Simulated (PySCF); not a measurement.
## Dipole response of Sn (tin, neutral)

[Kr] 4d10 5s2 5p2, high-spin 3P determinant. Calculation: PySCF 2.14, in aug-cc-pwCVDZ-PP with ECP28MDF; scalar relativity through the core potential. Coupled (time-dependent) response in atomic units; α is the mean over directions. A double-zeta set is small for polarisabilities.

```
method  mean α (bohr³)         α xx, yy, zz  C₆ (like pair)  S(−4)
   UHF           56.01  46.09, 60.97, 60.97           624.6   1019
   PBE           59.71  45.97, 66.58, 66.58           654.6   1396
  PBE0           57.27  45.31, 63.25, 63.25           627.4   1190
  TPSS           59.16  46.11, 65.69, 65.69           658.4   1285
 B3LYP           57.53  44.93, 63.83, 63.83           624.9   1256
```

S(−4) is the Cauchy moment in α(ω) = α(0) + S(−4) ω² + …

Reference α: 53 ± 6 bohr³ (recommended; Schwerdtfeger and Nagle, table of static dipole polarizabilities (2023 update)). Published C₆: 659.0 (Chu and Dalgarno (2004); Tang, Norbeck and Certain (1976)).

Spin-orbit coupling is absent.

α(iu) at PBE0:

```csv
u (hartree),α(iu) (bohr³)
0,57.27
0.0500,54.50
0.100,48.03
0.200,34.03
0.300,23.87
0.500,13.09
0.750,7.553
1.00,5.077
1.50,2.963
2.00,2.063
3.00,1.244
5.00,0.6127
```

A single London oscillator, α(iu) = α/(1 + u²/ω²), gives C₆ = (3/4) ω α². Matching the computed C₆ needs ω = 4 × 627.4 / (3 × 57.27²) = 0.255 hartree.

The components differ because the open shell of this determinant is not spherical; for a pure term their mean is the scalar polarisability.

Energies and moments cover only the electrons outside the core potential.
